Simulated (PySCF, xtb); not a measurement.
In(Br)(Me)2 (C₂H₆BrIn), SMILES [CH3][In]([CH3])[Br].

GFN2-xTB run with xtb at its own geometry gives an orbital gap of 3.23 eV and a dipole moment of 6.21 D.

The structure is a stationary point at B3LYP-D3(BJ)/def2-SVP. The structure was generated by enumeration; whether it is a known compound was not checked. The def2 effective core potentials stand for the cores of In; spin–orbit coupling is left out.

Task: What does B3LYP/def2-TZVP run with PySCF give? (The exact figures need the calculation; the answer reports its results.)

Result: gap 5.48 eV (levels -7.09 and -1.61 eV), dipole 3.84 D.
